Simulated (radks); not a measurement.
Problem. These are the eigenvalues of the occupied orbitals of an atom or ion with whole-number occupations (Ry). Calculated with a radial shooting solver on a logarithmic mesh with Libxc functionals: non-relativistic Kohn-Sham, TPSS, spin-polarised, spherical densities, point nucleus; meta-GGA in the generalised Kohn-Sham scheme.

| orbital | eigenvalue |
|---|---|
| 1s | -2172.697 |
| 2s | -345.6006 |
| 2p | -325.3567 |
| 3s | -88.04314 |
| 3p | -79.64476 |
| 3d | -64.23126 |
| 4s | -32.95292 |
| 4p | -29.85015 |

Which element is it, and in what charge state? The configuration may be excited. Open shells, if any, are filled with parallel spins first.

Solution. Z = 51, antimony, charge +15: Sb15+ in [Kr]. The list shows which subshells hold electrons but not how many an open one holds; the 1s level, -1086.3 hartree, gives Z - s = 46.6 by -(Z - s)^2/2, which with screening narrows Z to a few neighbours, and the depths of the outer levels then fix element, charge and occupations together.
